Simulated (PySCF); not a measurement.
Bi(F)(Me)2 (C2H6BiF), SMILES [CH3][Bi]([CH3])[F].

Geometry optimised at B3LYP-D3(BJ)/def2-SVP. The structure was generated by enumeration; whether it is a known compound was not checked. The def2 effective core potentials stand for the cores of Bi; spin–orbit coupling is left out.

Method: B3LYP/def2-TZVP (PySCF).

Computed frontier levels, gap, dipole moment and polarisability:
| Item | Result |
|---|---|
| highest occupied level | -7.01 eV |
| lowest empty level | -1.50 eV |
| orbital gap | 5.52 eV |
| dipole moment | 3.46 D |
| quadrupole, principal values (traceless, Buckingham form, about the centre of nuclear charge) | -5.75, 2.46, 3.29 D·Å |
| mean static polarisability | 72.2 bohr³ (10.69 Å³) |
| polarisability, principal values | 58.3, 75.7, 82.5 bohr³ |
